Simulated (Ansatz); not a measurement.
Molecule: CH3Cl5Si2, net charge 0, singlet state. SMILES: C([SiH](Cl)Cl)[Si](Cl)(Cl)Cl
Coordinates optimised at B3LYP-D3(BJ)/def2-TZVP (Ansatz, a first-principles code):
```xyz
11

Cl    -1.8382     1.4094    -1.2058
Si    -1.8065    -0.3512    -0.1548
Cl    -3.4940    -0.4677     1.0163
C     -0.3168    -0.4189     0.9611
Si     1.3471    -0.1605     0.1909
Cl     1.4434    -1.1117    -1.6213
Cl     1.7264     1.8263    -0.0825
Cl     2.8052    -0.9367     1.4019
H     -1.8424    -1.4648    -1.1096
H     -0.3163    -1.4090     1.4282
H     -0.4373     0.3161     1.7614
```
Charge 0, spin multiplicity 1.

Quantity: atomisation energy (electronic, to ground-state atoms), in kJ/mol. Correlated levels leave the core frozen unless marked. UHF or UKS for open shells. No spin-orbit coupling. Non-relativistic. The coupled-cluster limit lacks core correlation, which all-electron functionals hold. CBS(X,Y): correlation extrapolated as X^-3; Hartree-Fock from the larger set.

| level | program | atomisation energy (kJ/mol) |
|---|---|---|
| PBE/def2-TZVPD | Ansatz | 3862.0 |

### Question
Estimate the value at CCSD(T)/CBS(cc-pV(T+d)Z,cc-pV(Q+d)Z) as computed with Ansatz.

### Answer
3894.5 kJ/mol, so PBE/def2-TZVPD differs from it by -32.5 kJ/mol.
